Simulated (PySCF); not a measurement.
Sn(H)(Cl)2(NH2), SMILES [NH2][SnH]([Cl])[Cl] (H3Cl2NSn) (CAM-B3LYP/def2-SVP optimised geometry):

```
7

Sn    -0.791    -0.678     0.000
N      1.214    -0.678     0.000
Cl    -1.402     1.577     0.000
Cl    -1.413    -1.658     2.028
H     -1.670    -1.452    -1.236
H      1.668    -0.148    -0.739
H      1.670    -1.577     0.129
```

Calculation: CAM-B3LYP/def2-TZVP, def2 effective core potentials past Kr in PySCF 2.14.0.

Task: What are the frontier orbital energies and the dipole moment?

Result: HOMO-2 -10.45 eV, HOMO-1 -10.44 eV, HOMO -9.44 eV, LUMO -0.53 eV, LUMO+1 0.58 eV; dipole moment 3.65 D.
